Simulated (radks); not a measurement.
The tellurium ion Te+ inside a hard spherical wall (all orbitals vanish at R), configuration held at [Kr] 4d10 5s2 5p3 and not refilled when levels cross. All-electron calculation, scalar-relativistic Kohn-Sham, PBE, spin-polarised, spherical densities, point nucleus; open shells are filled with parallel spins first (spin-orbit coupling, left out, can overturn this in heavy ions). Program: a radial shooting solver on a logarithmic mesh with Libxc functionals. Eigenvalues in eV for spin up, with the zero of energy where the potential of the charges vanishes at infinity; a dash marks a level that is unbound or too diffuse for the functional's potential to be trusted. A positive occupied level is held by the wall or, in an anion where self-interaction has pushed it up, behind a barrier. The pressure on the wall is -dE/dV.

R (bohr) = free: E (hartree) -6794.18709; kinetic (hartree) 7118.814; e(4p) -123.33; e(4d) -50.628; e(5s) -24.255; e(5p) -14.531; e(6s, empty) -5.197; e(5d, empty) -4.208; pressure (GPa) 0
R (bohr) = 20: E (hartree) -6794.18709; kinetic (hartree) 7118.814; e(4p) -123.33; e(4d) -50.628; e(5s) -24.255; e(5p) -14.531; e(6s, empty) -5.197; e(5d, empty) -4.208; pressure (GPa) < 0.0001
R (bohr) = 10: E (hartree) -6794.18708; kinetic (hartree) 7118.814; e(4p) -123.33; e(4d) -50.627; e(5s) -24.255; e(5p) -14.531; e(6s, empty) -5.069; e(5d, empty) -4.146; pressure (GPa) 0.000329
R (bohr) = 8: E (hartree) -6794.18679; kinetic (hartree) 7118.818; e(4p) -123.32; e(4d) -50.609; e(5s) -24.241; e(5p) -14.516; e(6s, empty) -4.476; e(5d, empty) -3.889; pressure (GPa) 0.0199
R (bohr) = 7: E (hartree) -6794.18529; kinetic (hartree) 7118.834; e(4p) -123.25; e(4d) -50.542; e(5s) -24.190; e(5p) -14.460; e(6s, empty) -3.514; e(5d, empty) -3.487; pressure (GPa) 0.151
R (bohr) = 6: E (hartree) -6794.17684; kinetic (hartree) 7118.909; e(4p) -122.97; e(4d) -50.276; e(5s) -23.993; e(5p) -14.229; e(6s, empty) -1.252; e(5d, empty) -2.549; pressure (GPa) 1.14
R (bohr) = 3: E (hartree) -6792.41643; kinetic (hartree) 7126.907; e(4p) -110.12; e(4d) -38.018; e(5s) -10.509; e(5p) 3.537; e(6s, empty) 68.063; e(5d, empty) 28.146; pressure (GPa) 848
